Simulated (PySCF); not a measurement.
A side-by-side comparison of computed properties.

First species: SiH3PHPF2, F2H4P2Si.
SMILES: `[SiH3]PP(F)F`

Second species: delta-valerolactam, C5H9NO.
SMILES: `O=C1CCCCN1`

Levels: CAM-B3LYP/def2-SVPD for HOMO energy, LUMO energy, HOMO–LUMO gap and static isotropic polarisability; TDDFT CAM-B3LYP/def2-SVPD for lowest singlet excitation. Geometries: PBE0-D3(BJ)/def2-SVP. Each structure is a single optimised conformer of the isolated species, non-relativistic unless stated. Electronic properties by PySCF.

Dipoles, sizes and rotational constants follow the conformer. The torsions of the flexible species, by atom-mapped SMILES:
- `[F:1][P:2]([F:3])[PH:4][SiH3:5]`: F1–P2–P4–Si5 143°

The conformers of `O=C1CCCCN1` aren't listed.

| property | column X | column Y |
| --- | --- | --- |
| HOMO energy | -8.61 eV | -8.61 eV |
| LUMO energy | -0.02 eV | 1.02 eV |
| HOMO–LUMO gap | 8.59 eV | 9.63 eV |
| lowest singlet excitation | 4.97 eV | 5.62 eV |
| static isotropic polarisability | 83.1 au | 68.3 au |

Problem. Which column belongs to which species?

Solution. Column X is the first species and column Y the second. The first has 9 atoms and 66 electrons, the second 16 and 54.

Problem. How does each property change from the first species to the second?

Solution. HOMO energy 0.00 eV; LUMO energy +1.04 eV; HOMO–LUMO gap +1.04 eV; lowest singlet excitation +0.65 eV; static isotropic polarisability -14.8 au.

On the first: In wavenumbers S1 is 40100 cm⁻¹ (1 eV = 8065.54 cm⁻¹). No computed singlet falls in the visible range (750 to 380 nm, 1.65 to 3.26 eV); S1 lies 1.71 eV above its blue end.

On the second: The polarisability is 10.12 Å³ as a volume (1 au = 0.148185 Å³), or 1.27 au for each of the 54 electrons. No computed singlet falls in the visible range (750 to 380 nm, 1.65 to 3.26 eV); S1 lies 2.36 eV above its blue end.
